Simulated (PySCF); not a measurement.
WClH₅, SMILES [Cl][WH5], multiplicity 1. Atoms are numbered in the order given.

```xyz
7

W     -0.3885     0.0178     0.0000
Cl     1.9318    -0.0194     0.0000
H     -0.0525    -0.7618     1.4373
H     -0.5583     1.7231     0.0000
H     -1.7134    -0.5920     0.8828
H     -0.0525    -0.7618    -1.4373
H     -1.7134    -0.5920    -0.8828
```

The structure is a stationary point at B3LYP-D3(BJ)/def2-TZVP. The geometry has at least one imaginary mode, so it is a saddle point at that level. The spin state was assumed, not searched. The structure was generated by enumeration; whether it is a known compound was not checked. The def2 effective core potentials stand for the cores of W; spin–orbit coupling is left out.

The numbers are results of B3LYP-D3(BJ)/def2-TZVP (PySCF 2.14.0), not measurements.

Frequencies are harmonic and unscaled.

```
mode  ν (cm⁻¹)  IR (km/mol)  moving atoms (share of kinetic energy)
----  --------  -----------  --------------------------------------
1         150i         15.0                                  H 99 %
2          256         52.5                                  H 92 %
3          369         35.4                         Cl 83 %, W 15 %
4          526         16.3                                  H 95 %
5          587         50.1                                  H 98 %
6          846         74.9                                  H 99 %
7          947          0.4                                  H 99 %
8          976          0.5                                  H 99 %
9         1015         57.4                                 H 100 %
10        1049          3.7                                 H 100 %
11        1973         23.8                                 H 100 %
12        1986        235.0                                  H 99 %
13        2017        136.3                                 H 100 %
14        2082         71.7                                  H 99 %
15        2082         15.1                                 H 100 %
```
